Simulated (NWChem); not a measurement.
**Correlation energy of silicon dioxide molecule (O$_{2}$Si)**

SMILES: O=[Si]=O
```xyz
3

O      0.0000     0.0000    -1.5184
Si     0.0000     0.0000     0.0000
O      0.0000     0.0000     1.5184
```
Charge 0, spin multiplicity 1.

The numbers come from NWChem runs, not from measurements. Structure: optimised with PBE0/def2-SVP, a minimum by its harmonic frequencies.

Basis set: def2-TZVP. Each correlation energy counts from its own Hartree-Fock reference.

The correlated methods keep 7 core orbitals frozen. Coupled-cluster values serve here as a point of comparison, not as the truth.

Q: One of these methods gave a correlation energy of -573.7 mHa. Which?
A) CR-CCSD(T)
B) CCSD
C) CCSD+T(CCSD)
D) MP2

A: B, CCSD. The others give -596.0 (CR-CCSD(T)), -586.3 (MP2), -606.1 (CCSD+T(CCSD)).
